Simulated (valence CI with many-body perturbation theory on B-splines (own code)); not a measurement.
## Energy levels of Tc10+

Calculated by relativistic CI+MBPT: five valence electrons over a frozen Dirac-Fock core [Ar] 3d10, a basis of 11 s, 11 p, 10 d, 8 f, 5 g, 2 h functions for each j, with the one-electron correlation potential Σ1, the two-electron term Σ2, the three-electron term Σ3, Breit, model QED; selected CI, second order for the rest, scaled by the run's own slope (own B-spline code, finite nucleus).

No measured spectrum was set against this ion. As an estimate, levels hold to about 250 cm⁻¹ or 0.2 % of their energy and the worst to 1 %, as in measured heavy ions of charge 2 to 7; those with d or f electrons hold less well. Among the levels kept, up to 2700 cm⁻¹ of a level comes from second order outside the variational space, and about a tenth of that is noise between levels of different J, which matters for small intervals.

Levels 91 to 135 of 178, with energies above the lowest level, 4s²4p³ ⁴S°_3/2. "Leading %" is the weight of the configuration and term that name the level; weights of strongly mixed levels are sums over their largest components and can fall short. Lifetimes count E1, E2, E3, M1 and M2 decay at the calculated energies, and are blank where another channel may lead or the interval is too uncertain; long ones can be off by a factor of two.

```
No.  Configuration  Term     J  E (cm⁻¹)  Leading %      g   Second component  Lifetime
 91       4s²4p²5s    ⁴P   1/2    728880         71  2.288   15 % 4s²4p²5s ²P   14.9 ps
 92        4s4p³4d   ⁴D°   1/2    729350         40  0.541   23 % 4s4p³4d ²P°   8.64 ps
 93        4s4p³4d   ²G°   9/2    729760         65  1.133    9 % 4s4p³4d ⁴F°    101 ps
 94        4s4p³4d   ²F°   5/2    731570         80  0.892    6 % 4s4p³4d ²D°   94.7 ps
 95        4s4p³4d   ⁴D°   7/2    734850         45  1.281   20 % 4s4p³4d ²F°   32.1 ps
 96        4s4p³4d   ⁴D°   5/2    739620         59  1.311  11 % 4s²4p²4f ⁴D°   18.9 ps
 97        4s4p³4d   ⁴D°   3/2    740670         65  1.165  13 % 4s²4p²4f ⁴D°   10.6 ps
 98        4s4p³4d   ⁴D°   1/2    741750         60  0.144  12 % 4s²4p²4f ⁴D°   9.83 ps
 99        4s4p³4d   ²F°   7/2    746510         50  1.198   19 % 4s4p³4d ⁴D°   60.6 ps
100       4s²4p²5s    ⁴P   3/2    748470         90  1.705    6 % 4s²4p²5s ²P   19.8 ps
101        4s4p³4d   ²D°   3/2    753640         70  0.884    9 % 4s4p³4d ⁴D°   14.2 ps
102       4s²4p²5s    ²P   1/2    754870         77  1.062   19 % 4s²4p²5s ⁴P   7.34 ps
103        4s4p³4d   ²P°   1/2    758180         66  0.599   17 % 4s4p³4d ⁴D°   17.0 ps
104       4s²4p²5s    ⁴P   5/2    758830         68  1.481   29 % 4s²4p²5s ²D   18.4 ps
105        4s4p³4d   ²F°   5/2    758850         36  1.031   18 % 4s4p³4d ²D°   10.4 ps
106        4s4p³4d   ²D°   5/2    761590         34  1.033   20 % 4s4p³4d ²F°   15.2 ps
107       4s²4p²5s    ²P   3/2    764670         54  1.116   40 % 4s²4p²5s ²D   7.97 ps
108        4s4p³4d   ²F°   5/2    770600         40  0.931  11 % 4s²4p²4f ²F°   6.58 ps
109        4s4p³4d   ²D°   3/2    770880         43  0.951   15 % 4s4p³4d ²P°   17.4 ps
110        4s4p³4d   ²F°   7/2    774840         69  1.154   9 % 4s²4p4d² ²F°   6.13 ps
111        4s4p³4d   ²P°   3/2    775880         55  1.179    9 % 4s4p³4d ²D°   17.6 ps
112        4s4p³4d   ²F°   7/2    776290         49  1.164   11 % 4s4p³4d ⁴D°   23.7 ps
113       4s²4p4d²   ⁴G°   5/2    777550         44  0.651  31 % 4s²4p²4f ⁴G°   59.4 ps
114       4s²4p4d²   ⁴G°   7/2    784060         42  1.022  33 % 4s²4p²4f ⁴G°   81.8 ps
115        4s4p³4d   ²S°   1/2    784720         61  1.789  18 % 4s²4p4d² ²S°   8.20 ps
116        4s4p³4d   ²D°   5/2    786970         63  1.181    5 % 4s4p³4d ⁴D°   26.3 ps
117        4s4p³4d   ²P°   3/2    787320         55  1.320  18 % 4s²4p4d² ²P°   6.16 ps
118       4s²4p²5s    ²D   5/2    791290         67  1.319   29 % 4s²4p²5s ⁴P   14.3 ps
119       4s²4p4d²   ⁴G°   9/2    793690         52  1.166  39 % 4s²4p²4f ⁴G°    192 ps
120       4s²4p²5s    ²D   3/2    794360         55  1.046   36 % 4s²4p²5s ²P   9.06 ps
121       4s²4p²4f   ²D°   5/2    799680         41  1.128   22 % 4s4p³4d ²D°   8.76 ps
122        4s4p³4d   ²P°   3/2    799780         33  1.071  17 % 4s²4p²4f ²D°   7.88 ps
123        4s4p³4d   ²P°   1/2    799960         52  0.679  12 % 4s²4p4d² ²P°   7.18 ps
124       4s²4p²4f   ⁴G°  11/2    803660         41  1.243  40 % 4s²4p4d² ⁴G°    154 ps
125       4s²4p²4f   ²G°   7/2    803810         22  1.118  14 % 4s²4p²4f ⁴D°   21.5 ps
126       4s²4p4d²   ²H°   9/2    806450         35  0.976  30 % 4s²4p²4f ²H°    298 ps
127       4s²4p4d²   ²F°   5/2    808970         11  1.094  10 % 4s²4p²4f ⁴D°   14.9 ps
128       4s²4p²4f   ⁴D°   7/2    811960         20  1.182  15 % 4s²4p²4f ²G°   29.8 ps
129       4s²4p²4f   ²D°   3/2    813330         14  1.006  10 % 4s²4p4d² ⁴D°   13.5 ps
130        4s4p³4d   ²P°   1/2    813580         53  0.736   7 % 4s²4p4d² ²P°   7.11 ps
131       4s²4p²4f   ⁴F°   5/2    818200         24  0.940  14 % 4s²4p²4f ⁴G°   12.0 ps
132       4s²4p²5p   ⁴D°   1/2    819500         46  0.711  19 % 4s²4p²5p ²P°   19.2 ps
133        4s4p³4d   ²P°   3/2    820530         21  1.021  16 % 4s²4p²4f ²D°   8.78 ps
134       4s²4p4d²   ⁴D°   1/2    823510         61  0.113  21 % 4s²4p²4f ⁴D°   24.2 ps
135       4s²4p²4f   ⁴F°   7/2    823510         17  1.103  17 % 4s²4p²4f ²G°   19.0 ps
```

Names give the largest LS component (configuration and term), which can be under half, so a name can repeat, a term be missing and a line seem to break the LS rules; names also repeat where a configuration has a term twice.

Where two levels of one J and parity lie close, their mixing, g and order are uncertain.
